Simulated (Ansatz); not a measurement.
Process, species as SMILES: CCCCCO -> CCCC[CH]O + H atom (the C-H bond at the site shown breaks; other sites are not compared here)
Each molecule is optimised on its own at B3LYP-D3(BJ)/def2-TZVP (Ansatz, a quantum-chemistry and plane-wave program), one conformer each, not searched for the lowest. Frequencies are from Ansatz.

Property: bond dissociation energy (enthalpy at 298 K, with B3LYP-D3(BJ) rigid-rotor harmonic-oscillator terms), in kcal/mol. Cores are frozen in the correlated levels unless marked. UHF or UKS for open shells. No spin-orbit coupling. Non-relativistic. CBS marks a two-point X^-3 extrapolation of the correlation energy; Hartree-Fock from the larger set. The bracket is a focal-point correction in the basis named.

```json
[
 {"level": "HF/STO-3G", "program": "Ansatz", "bond dissociation energy (kcal/mol)": "95.0"},
 {"level": "HF/cc-pVDZ", "program": "Ansatz", "bond dissociation energy (kcal/mol)": "71.0"},
 {"level": "PBE/def2-TZVPD", "program": "Ansatz", "bond dissociation energy (kcal/mol)": "89.0"},
 {"level": "revPBE-D3(BJ)/def2-TZVPD", "program": "Ansatz + dftd3", "bond dissociation energy (kcal/mol)": "88.2"},
 {"level": "wB97M-V/def2-TZVPD", "program": "Ansatz", "bond dissociation energy (kcal/mol)": "94.1"},
 {"level": "B2PLYP/def2-TZVPD", "program": "Ansatz", "bond dissociation energy (kcal/mol)": "92.1"},
 {"level": "SCS-MP2/6-31G", "program": "Ansatz", "bond dissociation energy (kcal/mol)": "86.2"},
 {"level": "CCSD/STO-3G", "program": "Ansatz", "bond dissociation energy (kcal/mol)": "104.9"},
 {"level": "CCSD(T)/STO-3G", "program": "Ansatz", "bond dissociation energy (kcal/mol)": "104.6"},
 {"level": "RI-MP2/CBS(cc-pVTZ,cc-pVQZ)+[CCSD(T)-MP2]/cc-pVTZ", "program": "Ansatz", "bond dissociation energy (kcal/mol)": "96.1"}
]
```
